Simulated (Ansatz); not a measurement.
CH5FSeSi2 can be A, `F[SiH]1C[SiH2][Se]1`, or B, `FC[SiH]1[SiH2][Se]1`.

Program: Ansatz. Geometries: PBE0-D4/def2-TZVP. ΔE: electronic, gas phase. CBS: MP2 limit from def2 TZ/QZ plus the TZ coupled-cluster correction, frozen cores. DFT in def2-TZVPP. B3LYP here is the variant with VWN-RPA as its local correlation; programs differ in this. For Se outer-core shells are correlated without core-valence functions, which leaves a few kJ/mol of doubt a bond. Scalar relativity is left out up to krypton. Each species was taken in one conformer, which may not be the lowest.

Question: Which isomer does CCSD(T)/CBS put lower? Give the gap. (An estimate is asked.)

Answer: Computed: A, by 75.0 kcal/mol.

Question: Give E(B) − E(A) in kcal/mol with CCSD(T)/def2-TZVPP, CCSD/def2-TZVPP, r2SCAN-D4, PBE-D4, ωB97M-V, B3LYP-D4, B2PLYP. (Best estimate.)

Answer: The calculation gave: CCSD(T)/def2-TZVPP 73.8, CCSD/def2-TZVPP 74.6, r2SCAN-D4 71.8, PBE-D4 66.7, ωB97M-V 74.8, B3LYP-D4 71.2, B2PLYP 73.2. None reverses the order clearly.

Largest T1 diagnostic: 0.012.

From PBE to PBE0 (25 % exact exchange), in def2-TZVPP and without D4, E(B) − E(A) moves by +3.7 kcal/mol. The D4 term adds +1.1 kcal/mol with B3LYP and +0.5 kcal/mol with PBE0; it sums over pairs of atoms, weighted by their polarisabilities, and B3LYP, whose exchange is more repulsive, gets the larger term.
